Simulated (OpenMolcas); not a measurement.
## How basis sets differ on CH4FGeN (SMILES [H]/N=[C](/F)[GeH3])

CH4FGeN has 8 atoms, charge 0, and is taken as a singlet. SMILES: `[H]/N=[C](/F)[GeH3]`. Geometry: relaxed at PBE0-D4/def2-TZVP.

Each level gives the dipole moment (D). The values are calculated.

```csv
level,kind,program,value (D)
HF/ANO-R0 (sfX2C),Hartree–Fock,OpenMolcas,1.05
HF/ANO-RCC-MB (DKH2),Hartree–Fock,OpenMolcas,3.50
HF/ANO-S-MB,Hartree–Fock,OpenMolcas,3.71
HF/STO-3G,Hartree–Fock,OpenMolcas,3.03
HF/3-21G,Hartree–Fock,OpenMolcas,3.75
HF/6-31G* (spherical functions),Hartree–Fock,OpenMolcas,3.53
```

All-electron rows without a relativistic Hamiltonian named are non-relativistic. The values span 1.05 to 3.75 D. Magnitudes only. Sets without polarisation functions give poor dipoles.
